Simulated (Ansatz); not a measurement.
## Torsion profile

BH2TeO (SMILES B[Te][O]), doublet, at its PBE0-D4/def2-TZVP minimum:

B1  (-0.284, 0.738, -0.037)
Te2  (-0.517, -1.383, 0.091)
O3  (1.251, -1.939, 0.085)
H4  (-1.271, 1.407, -0.054)
H5  (0.821, 1.176, -0.085)
(Å)

The dihedral angle H4–B1–Te2–O3 (180.0° at the minimum) is set to the values below, the two halves turning rigidly about the central bond. Each method's energies count from its own value at the PBE0-D4 minimum structure. Program: Ansatz 0.2.0. Basis: def2-TZVPP. Cores are frozen in the correlated methods; orbitals are unrestricted. Filled d shells of the heavier atoms are correlated. Core potentials replace the inner electrons of the atoms past krypton. The def2 sets are not built for correlating such inner shells, so the correlated values are less sure here. B3LYP uses VWN-RPA correlation.

CCSD(T) energies along the scan:
```
dihedral angle (°)  CCSD(T) (eV)
            -170.4        0.0117
            -147.9        0.1248
            -125.4        0.3231
            -102.9        0.5098
             -80.4        0.5265
             -57.9        0.3546
             -35.4        0.1502
             -12.9        0.0212
```
They count from the CCSD(T) energy at the PBE0-D4 minimum.

Largest difference from the CCSD(T) curve over the scan: PBE-D4 0.0234; r2SCAN-D4 0.0366; B3LYP-D4 0.0231 eV. Each curve counts from its own value at the minimum.

T1 diagnostic: at most 0.053. ⟨S²⟩ of the unrestricted Hartree–Fock references: 0.78 (a pure state has 0.75). The T1 diagnostic is large here, which may signal multireference character or strong orbital relaxation, so CCSD(T) is less sure.

For scale, one of the runs: CCSD(T)/def2-TZVPP, 140 basis functions (an equivalent command: `ansatz run in.yaml --threads 2`). Hardware: 2 CPU threads, shared host. Wall time 67 s; peak host memory 2.5 GiB.
